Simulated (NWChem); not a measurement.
System: CH$_{2}$I cation

Input file for NWChem:

```
start job
memory heap 200 mb stack 900 mb global 1100 mb
charge 1
geometry units angstroms noautoz
  C      0.000000     0.000000     1.696927
  I      0.000000     0.000000    -0.265811
  H      0.000000     0.962424     2.245643
  H      0.000000    -0.962424     2.245643
end
basis spherical
  C library def2-svpd
  I library def2-svpd
  H library def2-svpd
end
ecp
  I library def2-ecp
end
dft
  xc pbe0
  iterations 150
end
tddft
  cis
  nroots 6
end
task tddft energy
```

Output (shortened):

```
             Northwest Computational Chemistry Package (NWChem) 7.3.0
             --------------------------------------------------------

 C2V symmetry detected

                             Geometry "geometry" -> ""
                             -------------------------

 Output coordinates in angstroms (scale by  1.889725989 to convert to a.u.)

  No.       Tag          Charge          X              Y              Z
 ---- ---------------- ---------- -------------- -------------- --------------
    1 C                    6.0000     0.00000000     0.00000000     1.68733905
    2 I                   53.0000     0.00000000     0.00000000    -0.27539895
    3 H                    1.0000     0.00000000     0.96242400     2.23605505
    4 H                    1.0000     0.00000000    -0.96242400     2.23605505

 Effective nuclear repulsion energy (a.u.)     112.5992081295

      Symmetry information
      --------------------

 Group name             C2v
 Group number             16
 Group order               4
 No. of unique centers     3

                                 NWChem DFT Module
                                 -----------------

 Summary of "ao basis" -> "ao basis" (spherical)
 ------------------------------------------------------------------------------
       Tag                 Description            Shells   Functions and Types
 ---------------- ------------------------------  ------  ---------------------
 C                         def2-svpd                 8       20   4s2p2d
 I                         def2-svpd                13       35   5s5p3d
 H                         def2-svpd                 4        8   2s2p

      Symmetry analysis of basis
      --------------------------

        a1         32
        a2          7
        b1         14
        b2         18

            General Information
            -------------------
          SCF calculation type: DFT
          Wavefunction type:  closed shell.
          No. of atoms     :     4
          No. of electrons :    32
           Alpha electrons :    16
            Beta electrons :    16
          Charge           :     1
          Spin multiplicity:     1
          Use of symmetry is: off; symmetry adaption is: on
          Maximum number of iterations: 150
          AO basis - number of functions:    71
                     number of shells:    29
          Convergence on energy requested:  1.00D-06
          Convergence on density requested:  1.00D-05
          Convergence on gradient requested:  5.00D-04

[...]

                                NWChem TDDFT Module
                                -------------------

            General Information
            -------------------
           No. of orbitals :     142
            Alpha orbitals :      71
             Beta orbitals :      71
        Alpha frozen cores :       0
         Beta frozen cores :       0
     Alpha frozen virtuals :       0
      Beta frozen virtuals :       0
         Spin multiplicity :       1
    Number of AO functions :      71
        Use of symmetry is : off
      Symmetry adaption is : on
         Schwarz screening :  0.10D-07

              XC Information
              --------------
                  PBE0 Method XC Functional
              Hartree-Fock (Exact) Exchange   0.25
   PerdewBurkeErnzerhof Exchange Functional   0.75
     Perdew 1991 LDA Correlation Functional   1.00 local
    PerdewBurkeErnz. Correlation Functional   1.00 non-local

             TDDFT Information
             -----------------
          Calculation type : Tamm-Dancoff TDDFT
         Wavefunction type : Restricted singlets & triplets
          No. of electrons :      32
           Alpha electrons :      16
            Beta electrons :      16
              No. of roots :       6
          Max subspacesize :    5200
            Max iterations :     100
               Target root :       1
           Target symmetry : none
      Symmetry restriction : off
                 Algorithm : Optimal
        Davidson threshold :  0.10D-03

    6 smallest eigenvalue differences (eV)
--------------------------------------------------------
  No. Spin  Occ  Vir  Irrep   E(Occ)    E(Vir)   E(Diff)
--------------------------------------------------------
    1    1   16   17 a2       -0.528    -0.389     3.775
    2    1   15   17 a1       -0.581    -0.389     5.204
    3    1   16   18 b2       -0.528    -0.250     7.559
    4    1   14   17 b1       -0.674    -0.389     7.750
    5    1   15   18 b1       -0.581    -0.250     8.989
    6    1   13   17 a2       -0.732    -0.389     9.314
--------------------------------------------------------

  Entering Davidson iterations
  Restricted singlet excited states

  Iter   NTrls   NConv    DeltaV     DeltaE      Time
  ----  ------  ------  ---------  ---------  ---------
    1      6       0     0.24E+00   0.10+100        6.3
    2     12       0     0.30E-01   0.40E-01        5.7
    3     18       1     0.60E-02   0.10E-02        4.0
    4     23       2     0.95E-03   0.31E-04        3.5
    5     27       6     0.93E-04   0.32E-06        4.7
  ----  ------  ------  ---------  ---------  ---------
  Convergence criterion met

  Ground state a1       -336.562249295969 a.u.

  ----------------------------------------------------------------------------
  Root   1 singlet a2             0.079436073 a.u.                2.1616 eV
  ----------------------------------------------------------------------------
     Transition Moments    X -0.00000   Y -0.00000   Z  0.00000
     Dipole Oscillator Strength                    0.0000000000
     Electric Quadrupole                           0.0000000030
     Magnetic Dipole                               0.0000006781
     Total Oscillator Strength                     0.0000006811

[...]
```

Level: PBE0/def2-SVPD with def2 effective core potentials on I, TDA. Structure relaxed at the PBE-D3(BJ)/def2-SVP level. def2 effective core potentials on I; no spin-orbit coupling.
